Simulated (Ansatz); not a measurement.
This geometry of AlB2FH3NS (9 atoms, charge 0, multiplicity 1) is a first-order saddle point.

Theory: RKS PBE0-D4/def2-SVP in Ansatz 0.2.0.

```xyz
9
Properties=species:S:1:pos:R:3
N 0.129 -2.103 0.874
B 0.940 -0.915 0.702
F 2.234 -0.991 0.990
Al 0.183 0.964 -0.007
B -0.756 2.510 -0.917
S -0.404 1.296 -2.171
H -0.632 -1.980 1.540
H -0.303 -2.404 0.000
H -1.301 3.576 -1.026
```

**Question.** Which two structures does it join? (They come from a converged band through this point; their orientation in space is the band's.)

**Answer.** No bond is made or broken. The dihedral H8–N1–B2–Al4 goes from 0 to 180°. The two ends are copies of one structure, up to a mirror image or an exchange of like atoms.

First end point:

```xyz
9
Properties=species:S:1:pos:R:3
N -0.179 -1.821 0.972
B 0.552 -0.651 1.158
F 1.380 -0.573 2.210
Al 0.339 0.969 -0.223
B -0.043 2.335 -1.656
S -1.048 0.896 -2.010
H -0.106 -2.613 1.604
H -0.822 -1.952 0.203
H 0.015 3.364 -2.276
```

Last end point:

```xyz
9
Properties=species:S:1:pos:R:3
N -0.182 -1.819 0.975
B 0.552 -0.651 1.158
F 1.383 -0.576 2.208
Al 0.341 0.969 -0.223
B -0.041 2.334 -1.657
S -1.042 0.892 -2.014
H -0.827 -1.948 0.206
H -0.111 -2.611 1.606
H 0.015 3.364 -2.276
```

**Question.** How far does it lie above each of them?

**Answer.** 94.9 kJ/mol above the first and 94.9 kJ/mol above the second. This is the barrier of this one path; another mechanism may lie lower.

Run time: 8.4 min on 2 threads of Intel(R) Xeon(R) Platinum 8375C CPU @ 2.90GHz (Ice Lake), with other jobs on the host, peak memory 0.27 GiB.
